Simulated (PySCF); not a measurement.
GaBr2, SMILES [Br][Ga+][Br], charge +1. Geometry: ωB97X-D3(BJ)/def2-SVP. The spin state was assumed, not searched. The isomer is the one that the SMILES or the coordinates give; other isomers of the formula were not compared.

Computed equilibrium geometry at ωB97X-D3(BJ)/def2-SVP (PySCF confirms it by a frequency run) as a Z-matrix, and its point group:
point group D∞h.
```
Ga
Br 1 2.1652
Br 1 2.1652 2 180.00
```
Charge +1, spin multiplicity 1.
